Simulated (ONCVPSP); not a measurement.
# magnesium (Mg): variants of one ONCV potential

Base potential:

- Element: magnesium
- Generator: ONCVPSP 4.0.1
- Type: optimised norm-conserving Vanderbilt (ONCV)
- Functional: BLYP
- Relativity: scalar-relativistic
- Frozen core: [Ne]
- Valence charge: 2
- Reference configuration: 3s1 3p1
- Partial waves: 3s: rc 2.70 bohr, ncon 3, nbas 6, qcut 1.9 1/bohr, 2 projectors, debl 3 Ha; 3p: rc 2.35 bohr, ncon 3, nbas 7, qcut 4.2 1/bohr, 2 projectors, debl 4 Ha; d scattering state at 0.36 Ha: rc 2.35 bohr, ncon 4, nbas 7, qcut 4.3 1/bohr, 2 projectors, debl 2.8 Ha
- Local potential: polynomial inside 1.70 bohr (lpopt 4, dvloc0 3 Ha)
- Core correction: Teter function fitted to the true core (icmod 2), fcfact 0.3

All-electron outer shells of the reference configuration (BLYP, scalar-relativistic, ld1.x):

```tsv
shell	level (eV)	outermost node (bohr)	outermost maximum (bohr)
2s	-81.66	0.18	0.54
2p	-48.60	–	0.48
3s	-5.60	0.90	2.44
3p	-1.92	0.95	3.29
```

Cutoffs, loose and tight: the cutoffs (Ha) at which the residual kinetic energy of the hardest occupied pseudo-wave falls to 1 and 0.1 mHa per electron. They do not see the model core or the augmentation charge, which bear on the density cutoff. Test errors are all-electron minus pseudo excitation energies from the reference, over the configurations 3s2 3p0; 3s1 3p0; 3s1.5 3p0; 3s0 3p1. A dash means not determined; rows that change the core or the reference have their own tests.

For the base: The cutoffs count occupied waves only; projector 2 of the d channel, the hardest unoccupied one, needs 34 Ha at the loose tolerance.

A true bound ghost makes a file unfit for plane-wave use even where its test errors are small: the radial tests pick states by their node count and pass the ghost by.

| change | outcome | cutoff, loose | cutoff, tight | bound ghosts | GHOST(+) flags above zero | largest test error (meV) |
| --- | --- | --- | --- | --- | --- | --- |
| base | generated | 4.8 Ha | 12 Ha | p | none | -11 |
| local potential polynomial inside 1.70 bohr (lpopt 4, dvloc0 -2 Ha) | generated | 4.8 Ha | 12 Ha | none | s | -10 |
| local potential polynomial inside 1.70 bohr (lpopt 4, dvloc0 -0.5 Ha) | generated | 4.8 Ha | 12 Ha | none | s | -10 |
| local potential polynomial inside 1.70 bohr (lpopt 4, dvloc0 1.5 Ha) | generated | 4.8 Ha | 12 Ha | none | none | -10 |
| local potential polynomial inside 1.70 bohr (lpopt 4, dvloc0 2.5 Ha) | generated | 4.8 Ha | 12 Ha | none | none | -11 |
| local potential polynomial inside 1.70 bohr (lpopt 4, dvloc0 4 Ha) | generated | 4.8 Ha | 12 Ha | none | s | -9.2 |
| local potential polynomial inside 1.70 bohr (lpopt 4, dvloc0 6 Ha) | generated | 4.8 Ha | 12 Ha | none | s | -10 |
| local potential polynomial inside 1.70 bohr (lpopt 4, dvloc0 7.5 Ha) | generated | 4.8 Ha | 12 Ha | none | none | -10 |
| local potential polynomial inside 1.70 bohr (lpopt 4, dvloc0 9.5 Ha) | generated | 4.8 Ha | 12 Ha | none | none | -10 |

Reading the sweep of the dvloc0 (base included, trends over the rows without a ghost): The loose cutoff stays near 4.8 Ha. The median size of the test errors (rows with all tests solved) stays near 7.9 meV. Bound ghosts are found at 3 Ha.
